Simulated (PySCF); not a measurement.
InEt2H, C₄H₁₁In.
Bonds: In1–C2, In1–C9, C2–C3, C9–C10. Hydrogens: H16 on In1; H4, H5 on C2; H6, H7, H8 on C3; H11, H12 on C9; H13, H14, H15 on C10.

Computed by this run: PBE0-D3(BJ)/def2-SVP geometry optimisation, gas phase, def2 core potentials past Kr in PySCF; density fitting, grid level 1; the optimiser is geomeTRIC in internal coordinates, started from a GFN2-xTB structure with every atom displaced at random (about 0.03 Å).

Step 0: E = -9491.6715 eV
```
atom  x, y, z in Å  |  force x, y, z in eV/Å
In1    -0.3644   -0.8556    0.0005   -0.690   1.593  -0.049
C2      1.8220   -0.8476   -0.0256    0.439   1.218  -1.438
C3      2.3419   -1.1283    1.3431    2.782   1.324  -0.187
H4      2.2660    0.1584   -0.3752   -0.889  -1.208   0.293
H5      2.1895   -1.5997   -0.7647   -0.207   0.238   0.357
H6      3.4833   -1.1011    1.3451   -0.911  -0.072  -0.055
H7      2.0996   -0.3736    2.0873   -0.485   0.279   0.332
H8      2.1197   -2.0825    1.7101   -0.766  -1.908   0.822
C9     -1.5929    1.1790    0.0459    0.640  -1.977  -2.598
C10    -2.3057    1.3927   -1.3104   -1.630   0.635   0.983
H11    -0.8837    1.9467    0.2054    1.074   1.191   0.378
H12    -2.2935    1.1681    0.8270   -1.206  -0.133   1.559
H13    -2.9320    2.3748   -1.3512    0.882  -1.351   0.190
H14    -1.6309    1.4484   -2.1424    0.771   0.074  -0.758
H15    -3.0216    0.5653   -1.5461    0.280   0.402   0.169
H16    -1.3317   -2.2787    0.0179   -0.084  -0.306   0.000
```

Step 1: E = -9492.1688 eV
```
atom  x, y, z in Å  |  force x, y, z in eV/Å
In1    -0.4224   -0.7513   -0.0169    0.057  -0.266   0.059
C2      1.7597   -0.7687   -0.0539    0.017  -0.195  -0.030
C3      2.3236   -1.0863    1.3274    0.522   0.067   0.061
H4      2.1375    0.1996   -0.4141   -0.086   0.114   0.038
H5      2.0972   -1.5130   -0.7928    0.000  -0.076   0.035
H6      3.4333   -1.0787    1.3355   -0.123  -0.017  -0.088
H7      2.0368   -0.3391    2.0861   -0.148  -0.061   0.018
H8      2.0372   -2.0841    1.6976   -0.145   0.040  -0.001
C9     -1.5110    1.1110    0.0357    0.140   0.016  -0.150
C10    -2.2317    1.3254   -1.2874   -0.243   0.212  -0.047
H11    -0.7673    1.9025    0.2141   -0.161   0.138   0.111
H12    -2.2231    1.0816    0.8736    0.013   0.113   0.056
H13    -2.8163    2.2627   -1.2879    0.006   0.024  -0.040
H14    -1.5407    1.3920   -2.1441    0.020  -0.024   0.008
H15    -2.9508    0.5199   -1.5100    0.024  -0.042  -0.005
H16    -1.3962   -2.2074    0.0033    0.106  -0.044  -0.023
```

Step 2: E = -9492.1953 eV
```
atom  x, y, z in Å  |  force x, y, z in eV/Å
In1    -0.3901   -0.7463   -0.0096   -0.215   0.229   0.033
C2      1.7950   -0.7963   -0.0394    0.013  -0.112   0.065
C3      2.3675   -1.1131    1.3414    0.035  -0.015   0.056
H4      2.1675    0.1718   -0.4028   -0.001   0.101   0.000
H5      2.1240   -1.5515   -0.7710   -0.031  -0.032  -0.012
H6      3.4716   -1.1209    1.3438    0.015  -0.009  -0.044
H7      2.0685   -0.3679    2.0989   -0.023  -0.047  -0.007
H8      2.0490   -2.1051    1.7100   -0.011   0.095  -0.022
C9     -1.5414    1.1456    0.0170    0.231  -0.216  -0.124
C10    -2.2802    1.3532   -1.3029    0.022  -0.002  -0.023
H11    -0.8316    1.9694    0.2029   -0.102  -0.007   0.045
H12    -2.2537    1.1127    0.8592    0.075   0.006  -0.012
H13    -2.8814    2.2768   -1.3036   -0.031   0.087   0.018
H14    -1.5904    1.4322   -2.1619   -0.030  -0.022   0.042
H15    -2.9791    0.5300   -1.5234    0.007  -0.033  -0.006
H16    -1.3294   -2.2243    0.0078    0.046  -0.025  -0.009
```

Q: Estimate the geometry and energy of step 3. (The exact step hangs on the optimiser's Hessian estimate; all steps are aligned on step 2, rigid shifts and turns removed.)

A: E = -9492.2039 eV, largest force 0.121 eV/Å
```
atom  x, y, z in Å  |  force x, y, z in eV/Å
In1    -0.3931   -0.7350   -0.0074   -0.076   0.059   0.009
C2      1.7924   -0.7957   -0.0314    0.018  -0.002   0.043
C3      2.3734   -1.1151    1.3454   -0.062  -0.019   0.004
H4      2.1620    0.1773   -0.3937   -0.003  -0.007   0.005
H5      2.1132   -1.5537   -0.7647   -0.020   0.010  -0.011
H6      3.4766   -1.1303    1.3358    0.025  -0.006   0.000
H7      2.0748   -0.3748    2.1069    0.021  -0.005  -0.007
H8      2.0439   -2.1025    1.7114    0.024   0.027  -0.003
C9     -1.5323    1.1406    0.0057    0.070  -0.037  -0.091
C10    -2.2855    1.3544   -1.3064   -0.007   0.022   0.010
H11    -0.8356    1.9729    0.1972   -0.033   0.002   0.012
H12    -2.2374    1.1069    0.8530    0.019  -0.010   0.003
H13    -2.8878    2.2804   -1.2965    0.013  -0.006   0.015
H14    -1.6029    1.4364   -2.1694   -0.014  -0.007   0.013
H15    -2.9822    0.5280   -1.5244    0.003   0.001   0.001
H16    -1.3140   -2.2239    0.0049    0.021  -0.022  -0.003
```

The energy changes by -0.0086 eV. The first-order estimate −F·Δx gives -0.0133 eV and the mean of the old and new forces, exact on a quadratic surface, -0.0086 eV. The step makes an angle of 59° with the force vector and moves no atom by more than 0.018 Å.

The cost below is that of the whole optimisation. Hardware: an Intel Xeon 6975P-C with one thread, no GPU (shared host). Cost: 2.0 min of wall time, 0.51 GiB resident at most.
